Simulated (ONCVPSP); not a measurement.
## Plane-wave convergence, ONCV potential for scandium (Sc)

```json
{
  "Element": "scandium (Sc)",
  "Generator": "ONCVPSP 4.0.1",
  "Type": "optimised norm-conserving Vanderbilt (ONCV)",
  "Functional": "PBE",
  "Relativity": "scalar-relativistic",
  "Frozen core": "[Ne]",
  "Valence charge": "11",
  "Reference configuration": "3s2 3p6 3d1 4s1 4p1",
  "Partial waves": "3s+4s: rc 2.10 bohr, ncon 4, nbas 9, qcut 5.9 1/bohr, 2 projectors; 3p+4p: rc 2.20 bohr, ncon 4, nbas 7, qcut 5.8 1/bohr, 2 projectors; 3d: rc 1.30 bohr, ncon 4, nbas 9, qcut 7.8 1/bohr, 2 projectors, debl 3 Ha",
  "Local potential": "polynomial inside 1.05 bohr (lpopt 5, dvloc0 6 Ha)",
  "Core correction": "none"
}
```

Task: For each optimised wave give the share of its norm inside rc, the residual kinetic energy above qcut (Ha) and the cutoffs (Ha) for errors of 10, 1, 0.1 and 0.01 mHa per electron.

Result:

```csv
wave,norm inside rc,residual KE,10 mHa,1 mHa,0.1 mHa,0.01 mHa
3s,0.981,2.2e-07,5.0,6.6,8.1,13.1
4s,0.093,8.0e-07,3.6,5.4,10.8,14.4
3p,0.967,1.4e-05,10.5,13.0,15.2,17.9
4p,0.041,4.9e-06,7.0,10.8,13.6,16.3
3d,0.391,3.4e-03,26.7,69.5,175.3,221.8
d projector 2,0.093,1.3e-02,31.6,62.2,197.0,228.4
```

The occupied waves need 70 Ha and 175 Ha for 1 and 0.1 mHa.
